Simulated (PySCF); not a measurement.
Isomers of C7H13F and their computed core-level spectra.

Computed, not measured: delta-SCF UKS SCAN, pcX-2 on the ionised atom, pcseg-1 elsewhere, spin-free X2C (PySCF). Geometries: PBE0-D3(BJ)/def2-SVP; isolated species, one conformer each.

Line lists (1s up to Mg, 2p3/2 beyond; areas count atoms within a level, one atom standing for each set equivalent by bonding):
1. C 1s: 290.32 (area 1), 290.34 (area 1), 290.42 (area 1), 290.48 (area 1), 290.51 (area 1), 290.64 (area 1), 292.46 (area 1) eV; F 1s: 691.80 eV
2. C 1s: 289.91 (area 1), 290.45 (area 1), 290.63 (area 1), 290.66 (area 1), 290.68 (area 1), 290.74 (area 1), 292.80 (area 1) eV; F 1s: 691.91 eV
3. C 1s: 290.52 (area 3), 290.54 (area 1), 290.61 (area 1), 290.77 (area 1), 292.67 (area 1) eV; F 1s: 692.28 eV

Structures:
A. `C[C@@H]1[C@H](C)CC[C@H]1F`
B. `CC(C)(C)[C@@H]1C[C@H]1F`
C. `CCC/C(C)=C\CF`

**Question.** Match each list to its structure.

**Answer.** 
- 1 = A: another candidate has the same counts of sites, so positions decide. C 1s: 290.32 sp3 CH carbon, 290.34 ring CH2 carbon, 290.42 sp3 CH carbon, 290.48 methyl carbon, 290.51 ring CH2 carbon, 290.64 methyl carbon, 292.46 sp3 C–F carbon; F 1s: 691.80 alkyl fluorine.
- 2 = C: another candidate has the same counts of sites, so positions decide. C 1s: 289.91 alkene CH carbon, 290.45 fully substituted alkene carbon, 290.63 allylic carbon, 290.66 chain CH2 carbon, 290.68 methyl carbon, 290.74 allylic carbon, 292.80 sp3 C–F carbon; F 1s: 691.91 alkyl fluorine.
- 3 = B: no other candidate has these counts of sites. C 1s: 290.52 methyl carbon (×3), 290.54 three-membered-ring carbon, 290.61 three-membered-ring carbon, 290.77 quaternary sp3 carbon, 292.67 sp3 C–F carbon; F 1s: 692.28 alkyl fluorine.
